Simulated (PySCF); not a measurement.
Structure problem from calculated spectra and properties.

Formula: C4H10FNSi.

- Rotational structure: rotational constants A, B, C: 3.110, 1.648, 1.327 GHz [GFN2-xTB]
- NMR, other nuclei: isotropic shieldings of nuclei other than C and H, by class: 224 (1 N), 430 (1 F), 433 (1 Si) ppm [GIAO PBE0/pcSseg-1]
- Dipole: 2.47 D [PBE0/pcSseg-1]
- 13C NMR: chemical shifts (computed TMS as zero) by class: 94.7 (1 C), 60.5 (1 C), 45.8 (1 C), 23.4 (1 C) ppm [GIAO PBE0/pcSseg-1]
- 1H NMR: chemical shifts (computed TMS as zero) by class: 5.15 (1 H), 4.56 (1 H), 4.18 (3 H), 3.87 (1 H), 3.58 (1 H), 2.46 (1 H), 2.28 (1 H), 0.81 (1 H) ppm [GIAO PBE0/pcSseg-1]

Electronic properties: PySCF, gas phase, density fitting. Levels stand in brackets. One conformer (not necessarily the lowest) at the GFN2-xTB geometry, without solvent, vibrations or thermal averaging. GFN2-xTB frequencies show an imaginary mode (59i cm⁻¹), so this geometry is no minimum at that level. Each NMR value is the plain mean over a class of atoms that symmetry, rotation or inversion makes alike.

Problem. What is the compound? Reason from the data.

Solution. Numbering: `[F:1][C@@H:2]([SiH3:3])[C@@H:4]1[CH2:5][CH2:6][NH:7]1`. Its formula, C4H10FNSi, gives 1 degree of unsaturation: 1 ring and 0 π bonds in the structure found. 4 carbons fall into 4 classes; from least to most shielded: sp3 C–F carbon [C2] (94.7 ppm), ring sp3 carbon bound to nitrogen [C4] (60.5 ppm), ring sp3 carbon bound to nitrogen [C6] (45.8 ppm), four-membered-ring carbon [C5] (23.4 ppm). Hydrogen classes from least to most shielded: 1 H on an sp3 C–F carbon, C2 (5.15 ppm), 1 H on an sp3 carbon bound to nitrogen, C4 (4.56 ppm), 3 H on an SiH3 silicon, Si3 (4.18 ppm, a mean of values up to 1.0 ppm apart in this geometry), 1 H on an sp3 carbon bound to nitrogen, C6 (3.87 ppm), 1 H on an sp3 carbon bound to nitrogen, C6 (3.58 ppm), 1 H on a four-membered-ring carbon, C5 (2.46 ppm), 1 H on a four-membered-ring carbon, C5 (2.28 ppm), 1 H on a secondary amine nitrogen, N7 (0.81 ppm). The other shieldings belong to: 224 ppm, secondary amine nitrogen [N7]; 430 ppm, alkyl fluorine [F1]; 433 ppm, SiH3 silicon [Si3]. The optimised geometry has point group C1 and is an asymmetric top. Structure: `F[C@@H]([SiH3])[C@@H]1CCN1`. Computed isomers that give other values at the same levels: `C[C@@]1(F)CCN[SiH2]1` (13C chemical shifts (computed TMS as zero) by class: 99.9 (1 C), 49.4 (1 C), 45.3 (1 C), 26.4 (1 C) ppm); `C=N[SiH2][C@@H](F)CC` (13C chemical shifts (computed TMS as zero) by class: 175.4 (1 C), 94.7 (1 C), 29.9 (1 C), 10.9 (1 C) ppm); `C[C@@H]1C[Si@@H](CF)N1` (13C chemical shifts (computed TMS as zero) by class: 84.8 (1 C), 55.8 (1 C), 30.9 (1 C), 20.8 (1 C) ppm). The assignments are read from this structure; whether some other isomer fits the data as well wasn't checked. The mirror image fits equally.

Conformer computed: `[F:1][C@@H:2]([SiH3:3])[C@@H:4]1[CH2:5][CH2:6][NH:7]1`: F1–C2–C4–C5 -67°.
